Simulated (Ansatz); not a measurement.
`C[Si](C)(C)C#Cc1cnc(-c2cnc(-c3cnc(C#C[Si](C)(C)C)nc3)nc2)nc1` with charge -1. The state is a doublet with charge -1. Geometry r2SCAN-D4/def2-SVP, that of the neutral singlet; atoms count from 1.

Cartesian coordinates in Å:
```
C -8.441 5.345 -3.658
Si -6.938 6.341 -3.132
C -6.232 7.305 -4.579
C -7.363 7.487 -1.706
C -5.643 5.156 -2.547
C -4.782 4.370 -2.159
C -3.790 3.464 -1.712
C -4.073 2.412 -0.809
N -3.146 1.563 -0.391
C -1.895 1.732 -0.856
C -0.866 0.791 -0.393
C 0.473 0.875 -0.818
N 1.406 0.027 -0.401
C 1.021 -0.934 0.459
C 2.051 -1.876 0.923
C 3.389 -1.792 0.497
N 4.326 -2.637 0.912
C 3.933 -3.597 1.773
C 4.935 -4.512 2.228
C 5.794 -5.297 2.618
Si 7.088 -6.479 3.204
C 7.729 -7.418 1.709
C 8.463 -5.481 4.006
C 6.300 -7.650 4.443
N 2.684 -3.773 2.249
C 1.761 -2.918 1.823
N -0.229 -1.105 0.927
C -1.155 -0.253 0.505
N -1.514 2.696 -1.713
C -2.442 3.544 -2.130
H -8.840 4.753 -2.819
H -8.190 4.647 -4.474
H -9.243 6.012 -4.016
H -6.972 8.028 -4.963
H -5.332 7.867 -4.282
H -5.953 6.634 -5.407
H -8.136 8.213 -2.010
H -6.478 8.052 -1.372
H -7.750 6.922 -0.843
H -5.093 2.273 -0.432
H 0.774 1.664 -1.516
H 3.687 -1.005 -0.205
H 6.919 -7.979 1.215
H 8.165 -6.730 0.967
H 8.510 -8.138 2.008
H 9.265 -6.145 4.368
H 8.905 -4.770 3.290
H 8.085 -4.904 4.865
H 7.039 -8.376 4.821
H 5.892 -7.098 5.304
H 5.473 -8.213 3.982
H 0.738 -3.044 2.197
H -2.177 -0.381 0.881
H -2.132 4.329 -2.832
```

Single mean-field runs in def2-TZVP are fitted with def2-universal-jkfit.

Q: Estimate the Mulliken populations of the heavy atoms from the PBE0/def2-TZVP orbitals of Ansatz.

A: 
```json
{"atom": "C1", "charge (e)": "-0.48", "spin (α − β)": "0.00"}
{"atom": "Si2", "charge (e)": "0.35", "spin (α − β)": "0.01"}
{"atom": "C3", "charge (e)": "-0.49", "spin (α − β)": "0.00"}
{"atom": "C4", "charge (e)": "-0.48", "spin (α − β)": "0.00"}
{"atom": "C5", "charge (e)": "-0.02", "spin (α − β)": "0.11"}
{"atom": "C6", "charge (e)": "0.00", "spin (α − β)": "-0.05"}
{"atom": "C7", "charge (e)": "-0.14", "spin (α − β)": "0.13"}
{"atom": "C8", "charge (e)": "-0.12", "spin (α − β)": "0.01"}
{"atom": "N9", "charge (e)": "-0.24", "spin (α − β)": "0.02"}
{"atom": "C10", "charge (e)": "0.19", "spin (α − β)": "0.13"}
{"atom": "C11", "charge (e)": "0.03", "spin (α − β)": "0.04"}
{"atom": "C12", "charge (e)": "-0.13", "spin (α − β)": "0.08"}
{"atom": "N13", "charge (e)": "-0.24", "spin (α − β)": "-0.03"}
{"atom": "C14", "charge (e)": "0.17", "spin (α − β)": "0.18"}
{"atom": "C15", "charge (e)": "0.05", "spin (α − β)": "-0.02"}
{"atom": "C16", "charge (e)": "-0.11", "spin (α − β)": "0.09"}
{"atom": "N17", "charge (e)": "-0.22", "spin (α − β)": "-0.04"}
{"atom": "C18", "charge (e)": "-0.13", "spin (α − β)": "0.15"}
{"atom": "C19", "charge (e)": "0.03", "spin (α − β)": "-0.06"}
{"atom": "C20", "charge (e)": "0.05", "spin (α − β)": "0.12"}
{"atom": "Si21", "charge (e)": "0.36", "spin (α − β)": "0.01"}
{"atom": "C22", "charge (e)": "-0.49", "spin (α − β)": "0.00"}
{"atom": "C23", "charge (e)": "-0.49", "spin (α − β)": "0.00"}
{"atom": "C24", "charge (e)": "-0.49", "spin (α − β)": "0.00"}
{"atom": "N25", "charge (e)": "-0.22", "spin (α − β)": "-0.04"}
{"atom": "C26", "charge (e)": "-0.11", "spin (α − β)": "0.09"}
{"atom": "N27", "charge (e)": "-0.24", "spin (α − β)": "-0.03"}
{"atom": "C28", "charge (e)": "-0.13", "spin (α − β)": "0.08"}
{"atom": "N29", "charge (e)": "-0.24", "spin (α − β)": "0.02"}
{"atom": "C30", "charge (e)": "-0.12", "spin (α − β)": "0.01"}
```
Mulliken values and Mayer orders depend strongly on the basis.

Q: Where does the spin sit?

A: Summed by element: C 1.08, Si 0.02, N -0.09, H -0.01, of 1 unpaired in all. Largest on single atoms: C14 0.18, C18 0.15, C10 0.13.

Q: And the Mayer bond orders between bonded heavy atoms (over 0.3)?

A: C1–Si2 0.99 (1.88 Å); Si2–C3 0.99 (1.88 Å); Si2–C4 0.99 (1.88 Å); Si2–C5 1.05 (1.85 Å); C5–C6 2.53 (1.23 Å); C6–C7 1.23 (1.42 Å); C7–C8 1.27 (1.41 Å); C7–C30 1.27 (1.41 Å); C8–N9 1.65 (1.32 Å); N9–C10 1.36 (1.34 Å); C10–C11 1.10 (1.47 Å); C10–N29 1.36 (1.34 Å); C11–C12 1.26 (1.41 Å); C11–C28 1.26 (1.41 Å); C12–N13 1.63 (1.33 Å); N13–C14 1.36 (1.35 Å); C14–C15 1.06 (1.47 Å); C14–N27 1.36 (1.35 Å); C15–C16 1.29 (1.41 Å); C15–C26 1.29 (1.41 Å); C16–N17 1.58 (1.33 Å); N17–C18 1.41 (1.35 Å); C18–C19 1.41 (1.43 Å); C18–N25 1.41 (1.35 Å); C19–C20 2.57 (1.23 Å); C20–Si21 1.04 (1.85 Å); Si21–C22 0.99 (1.88 Å); Si21–C23 0.99 (1.88 Å); Si21–C24 0.99 (1.88 Å); N25–C26 1.58 (1.33 Å); N27–C28 1.63 (1.33 Å); N29–C30 1.65 (1.32 Å).
